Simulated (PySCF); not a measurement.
Compound: C8H10Si2.
SMILES with atom numbers: `[SiH3:1][C:2]#[C:3][SiH2:4][c:5]1[cH:6][cH:7][cH:8][cH:9][cH:10]1`

Cartesian coordinates in Å at the PBE0-D3(BJ)/def2-SVP level; atoms count from 1:
```
atom  x, y, z in Å
Si1    4.3509   -0.9018   -1.3577
C2     2.8789   -0.0022   -0.7320
C3     1.9067    0.6126   -0.3115
Si4    0.4110    1.4834    0.3095
C5    -1.0815    0.3614    0.1332
C6    -0.9370   -1.0217   -0.0437
C7    -2.0559   -1.8468   -0.1468
C8    -3.3359   -1.2995   -0.0756
C9    -3.4958    0.0752    0.0971
C10   -2.3764    0.8982    0.1998
H11    5.5528   -0.0267   -1.2391
H12    4.1397   -1.2696   -2.7877
H13    4.5547   -2.1401   -0.5513
H14    0.6506    1.8568    1.7365
H15    0.2114    2.7401   -0.4716
H16    0.0637   -1.4584   -0.1090
H17   -1.9275   -2.9230   -0.2865
H18   -4.2131   -1.9458   -0.1579
H19   -4.4976    0.5085    0.1489
H20   -2.5190    1.9759    0.3289
```

Definitions: NICS(0) = −σiso at the ring centroid; NICS(1) = −σiso and NICS(1)zz = −σzz at ±1 Å along the ring normal z. Level: GIAO PBE0/pcSseg-1 (PySCF, non-relativistic, gas phase) on the PBE0-D3(BJ)/def2-SVP geometry, one conformer.

Ring bond lengths (Å), with Mayer bond orders in brackets: C5–C6 1.402 (1.42), C6–C7 1.394 (1.44), C7–C8 1.394 (1.43), C8–C9 1.395 (1.42), C9–C10 1.393 (1.45), C10–C5 1.403 (1.41).

**Question.** What do the NICS probes read (ppm)?

**Answer.** 
```json
{"ring": "C5–C6–C7–C8–C9–C10", "type": "6-membered carbocycle; formal bonds all aromatic", "NICS(0)": "-8.0", "NICS(1), two faces": "-11.3 / -11.2", "NICS(1)zz, two faces": "-28.5 / -28.4", "rms pucker (Å)": "0.00", "centre to ring atoms, mean (Å)": "1.40"}
```

**Question.** What can be read from them?

**Answer.** 
- C5–C6–C7–C8–C9–C10: mean NICS(1)zz -28.5 ppm, shielded, aromatic by this magnetic criterion (flat ring, no four-coordinate atom).

**Question.** And the bond-length index? HOMA takes Krygowski's 1993 parameters.

**Answer.** 
- C5–C6–C7–C8–C9–C10: HOMA 0.98 = 1 − EN − GEO, with mean bond length 1.397 Å, EN = α(Ropt − mean)² = 0.020 and GEO = α × variance = 0.004. The geometric and the magnetic index point the same way.

**Question.** Give the inner angles of the rings and the Hirshfeld charges of the ring atoms.

**Answer.** 
- C5–C6–C7–C8–C9–C10: C5 118.6° (-0.095 e), C6 120.7° (-0.044 e), C7 120.1° (-0.046 e), C8 119.9° (-0.042 e), C9 120.0° (-0.047 e), C10 120.8° (-0.045 e); sum 720.0° against 720° for a flat convex ring.

**Question.** How do the values depend on the level or the medium?

**Answer.** 
| level | NICS(0), C5–C6–C7–C8–C9–C10 | mean NICS(1)zz, C5–C6–C7–C8–C9–C10 |
| --- | --- | --- |
| PBE0/pcSseg-1, gas | -8.0 | -28.5 |
| wB97X-D/pcSseg-1, gas | -7.9 | -28.6 |

The geometry is the same throughout.
